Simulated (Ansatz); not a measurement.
Relaxation of CH4BClN2O (10 atoms, charge 0, multiplicity 1), to a largest force component of 0.02 eV/Å in at most 50 steps.

Computed with RKS B3LYP/def2-SVP (Ansatz).

```xyz
10
Properties=species:S:1:pos:R:3:forces:R:3
N 0.948 -1.635 -0.781 -1.76 0.95 1.00
C 0.705 -0.267 -0.303 11.36 6.30 2.27
O 1.639 0.552 -0.337 0.10 -1.72 -0.88
N -0.497 0.141 0.206 -1.44 -1.63 -0.25
B -0.848 1.523 0.734 -0.68 -2.09 -0.65
Cl -2.526 1.970 1.390 1.66 -0.78 -0.83
H 0.141 -2.276 -0.780 0.97 -0.32 -0.08
H 1.867 -1.868 -1.175 -0.61 0.41 0.08
H -0.264 -0.729 -0.494 -9.69 -1.18 -0.75
H 0.003 2.352 0.789 0.08 0.07 0.09
```

Task: Where does it end, and by what steps?

Result: The forces met the threshold. After 12 steps the energy has fallen by 5.982 eV; H9 moved furthest, 0.98 Å. The start is strongly strained (largest force component 11 eV/Å), so its close contacts needn't be bonds. Parted: C2–H9.

```csv
step,energy less start (eV),largest force component (eV/Å),accepted
0,0.0000,11.365,yes
1,-2.3051,7.460,yes
2,-4.1237,4.519,yes
3,-5.0664,2.585,yes
4,-5.5554,1.783,yes
5,-5.8463,0.736,yes
6,-5.8471,1.464,yes
7,-5.8853,1.003,yes
8,-5.9684,0.299,yes
9,-5.9691,0.338,yes
10,-5.9777,0.168,yes
11,-5.9814,0.035,yes
12,-5.9819,0.015,yes
```

```xyz
10
Properties=species:S:1:pos:R:3
N 0.952 -1.493 -0.865
C 0.891 -0.206 -0.389
O 1.838 0.545 -0.366
N -0.407 0.168 0.039
B -0.734 1.385 0.672
Cl -2.432 1.669 1.104
H 0.248 -2.182 -0.630
H 1.877 -1.839 -1.088
H -1.156 -0.492 -0.155
H 0.090 2.209 0.927
```

The run took 36 s on 2 threads of Arm Neoverse V2, with other jobs on the host, peak memory 0.24 GiB.
